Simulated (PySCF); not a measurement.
## Working out the ionisation energy of O²⁺

O²⁺ [He] 2s2 2p2 (3P) → O³⁺ [He] 2s2 2p1 (2P). All numbers are calculated (PySCF 2.14, the spin-free X2C one-electron Hamiltonian (Gaussian nucleus), in x2c-QZVPPall with one added diffuse shell each of s, p, d, f type (8s5p4d3f1g, 73 functions)). Frozen: 1s2. Energies in hartree (1 hartree = 27.21139 eV):

```json
{"part": "UHF", "O²⁺ (lower)": "-73.159151", "O³⁺ (upper)": "-71.152318"}
{"part": "CCSD correlation", "O²⁺ (lower)": "-0.102005", "O³⁺ (upper)": "-0.094207"}
{"part": "(T)", "O²⁺ (lower)": "-0.001505", "O³⁺ (upper)": "-0.001070"}
```

What does Hartree-Fock give?

(-71.152318) − (-73.159151) = 2.006833 hartree = 54.609 eV.

What do CCSD and CCSD(T) give?

The CCSD correlation energies differ by 0.007798 hartree = 0.212 eV and the triples by 0.000435 hartree = 0.012 eV, so CCSD gives 54.821 eV and CCSD(T) 54.833 eV.

A first-order spin-orbit estimate adds -0.005 eV to CCSD(T) (valence), giving 54.828 eV against 54.936 eV (semi-empirical (NIST evaluation); NIST Atomic Spectra Database, ionization energies).

What remains against the reference includes basis incompleteness, the frozen core and higher excitations.
